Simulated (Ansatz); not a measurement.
A nudged elastic band was laid between two geometries of ClH + GaH2N (6 atoms, charge 0, multiplicity 1).

These are results of Ansatz, RKS B3LYP-D4/def2-SVP, not measurements.

```yaml
movable_images: 7
climbing_image: yes
spring: 5.0 eV/Å²
optimiser: quadratic models (default)
start_path: through a guess of the saddle point
force_threshold: 0.05 eV/Å
iteration_limit: 60
end_points: relaxed
```

First end point:

```xyz
6
Properties=species:S:1:pos:R:3
Ga 1.274 -0.350 -0.560
N -0.011 0.931 -1.041
H 0.292 -2.011 2.080
Cl -0.733 -1.242 1.917
H -0.898 1.098 -0.568
H 0.077 1.574 -1.828
```

Last end point:

```xyz
6
Properties=species:S:1:pos:R:3
Ga 1.290 -1.357 -0.412
N -0.246 0.562 -0.386
H -0.636 0.405 0.548
Cl 0.434 -1.671 1.711
H -1.016 0.566 -1.058
H 0.173 1.494 -0.402
```

Q: Which bonds break or form, and what moves?

A: Bonds broken: Ga1–N2, H3–Cl4. Bonds formed: Ga1–Cl4, N2–H3. ClH + GaH2N becomes ClGa + H3N.

Q: What energy profile does the band end with?

A: The forces met the threshold. The highest image is number 1 of 0 to 8, 0.3 kJ/mol above the first end and 177.3 kJ/mol above the last; the last end lies 176.9 kJ/mol below the first. The top lies less than 8 meV above the higher end, about what the thresholds resolve: that end is a shoulder or a very shallow well. A vibrational analysis at the climbing image gives no mode beyond 40i cm⁻¹: the surface is too flat there to confirm a saddle point. The orbitals stay closed-shell, which can raise the energy where a bond breaks towards radicals; this wasn't checked here.

```tsv
image	path coordinate (Å)	energy (kJ/mol)	Ga1–N2 (Å)	H3–Cl4 (Å)	Ga1–Cl4 (Å)
0	0.00	0.0	1.88	1.29	3.31
1	0.76	0.3	1.88	1.29	3.33
2	1.41	0.0	1.88	1.29	3.39
3	2.06	-2.2	1.89	1.29	3.43
4	2.71	-11.0	1.91	1.30	3.45
5	3.36	-26.0	1.95	1.35	3.35
6	4.01	-75.7	2.10	1.76	2.95
7	4.66	-166.1	2.32	2.21	2.41
8	5.31	-176.9	2.46	2.61	2.31
```

Q: What is the geometry of the highest image?

A: 
```xyz
6
Properties=species:S:1:pos:R:3:forces:R:3
Ga 1.233 -0.537 -0.838 0.00 0.00 0.00
N 0.007 0.878 -0.997 -0.01 0.01 -0.01
H 0.314 -1.530 2.311 0.00 0.00 0.00
Cl -0.788 -1.444 1.642 0.00 0.00 0.01
H -0.838 0.998 -0.440 0.00 0.00 0.00
H 0.072 1.635 -1.678 0.00 0.00 0.00
```

Time of the run: 2.5 min on 2 threads of Intel(R) Xeon(R) Platinum 8488C (Sapphire Rapids) (shared host), peak memory 0.18 GiB.
